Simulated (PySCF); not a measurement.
HSi, SMILES [SiH] (connectivity only; charge and spin as stated), charge +1, multiplicity 1. Geometry optimised at PBE-D3(BJ)/def2-TZVPD.

Level of theory: PBE-D3(BJ)/def2-TZVPD (PySCF).

Harmonic wavenumbers (cm⁻¹): 2046. Rotational constants (GHz): 221.0 (linear); symmetry number 1.

Question: Work out the zero-point energy and the ideal-gas rigid-rotor harmonic-oscillator thermochemistry at 298.15 K and 1 atm.

Answer: ZPE = ½ Σ hcν = ½ × 2046 cm⁻¹ = 12.24 kJ/mol. H − E(el) = 20.92 kJ/mol. Entropy in J/(mol K): translation 150.78, rotation 36.05, vibration 0.00, total 186.84. G − E(el) = -34.79 kJ/mol. Cp = 29.14 J/(mol K).
